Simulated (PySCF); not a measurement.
C3F2N2.
Numbering: `[N:1]#[C:2][C:3]([F:4])([F:5])[C:6]#[N:7]`

Computed by this run: PBE0-D3(BJ)/def2-SVP geometry optimisation, gas phase (PySCF 2.14.0); density fitting, grid level 1; the optimiser is geomeTRIC in internal coordinates, started from a GFN2-xTB structure with every atom displaced at random (about 0.01 Å).

Step 2: E = -11501.1186 eV
```
atom  x, y, z in Å  |  force x, y, z in eV/Å
N1      2.3091    0.6970    0.0538    0.020  -0.048   0.105
C2      1.2757    0.1825    0.0430    0.018   0.154  -0.191
C3     -0.0638   -0.4398   -0.0709    0.057   0.170  -0.349
F4     -0.1661   -1.4359    0.8002   -0.118  -0.269   0.225
F5     -0.2003   -0.9377   -1.3181   -0.053   0.197   0.407
C6     -1.1302    0.5698    0.1775    0.026  -0.222  -0.334
N7     -1.9901    1.3354    0.2653    0.051   0.019   0.138
```

Step 3: E = -11501.1304 eV
```
atom  x, y, z in Å  |  force x, y, z in eV/Å
N1      2.3114    0.6985    0.0660    0.049  -0.014   0.076
C2      1.2758    0.1900    0.0337   -0.080   0.021  -0.134
C3     -0.0636   -0.4380   -0.0801    0.066  -0.008  -0.059
F4     -0.1710   -1.4325    0.8043   -0.015  -0.046   0.059
F5     -0.2058   -0.9452   -1.3151   -0.002   0.096   0.164
C6     -1.1296    0.5649    0.1635   -0.039  -0.069  -0.203
N7     -1.9832    1.3336    0.2783    0.023   0.020   0.097
```

Step 4: E = -11501.1363 eV
```
atom  x, y, z in Å  |  force x, y, z in eV/Å
N1      2.3121    0.6933    0.0844    0.014  -0.009   0.029
C2      1.2723    0.1964    0.0194   -0.016   0.017  -0.045
C3     -0.0645   -0.4355   -0.0929    0.061  -0.080   0.195
F4     -0.1677   -1.4211    0.8106    0.008   0.075  -0.068
F5     -0.2066   -0.9561   -1.3139   -0.008  -0.046  -0.097
C6     -1.1338    0.5612    0.1436   -0.056   0.032  -0.051
N7     -1.9776    1.3332    0.2994   -0.002   0.011   0.037
```

Problem. Estimate the geometry and energy of step 5. (The exact step hangs on the optimiser's Hessian estimate; all steps are aligned on step 4, rigid shifts and turns removed.)

Solution. E = -11501.1372 eV, largest force 0.159 eV/Å
```
atom  x, y, z in Å  |  force x, y, z in eV/Å
N1      2.3132    0.6913    0.0912    0.003  -0.005   0.013
C2      1.2719    0.1988    0.0147   -0.016   0.004  -0.026
C3     -0.0642   -0.4350   -0.0966    0.014  -0.054   0.148
F4     -0.1667   -1.4156    0.8115    0.014   0.055  -0.053
F5     -0.2066   -0.9626   -1.3152    0.004  -0.027  -0.073
C6     -1.1364    0.5610    0.1373   -0.016   0.026  -0.025
N7     -1.9771    1.3335    0.3078   -0.002   0.002   0.015
```

The energy changes by -0.0009 eV. The first-order estimate −F·Δx gives -0.0013 eV and the mean of the old and new forces, exact on a quadratic surface, -0.0009 eV. The step makes an angle of 74° with the force vector and moves no atom by more than 0.008 Å.

What follows is the cost of the whole optimisation. Time: 22 s wall; peak memory 0.39 GiB. Hardware: one thread, Arm Neoverse V2 (aarch64) (shared host).
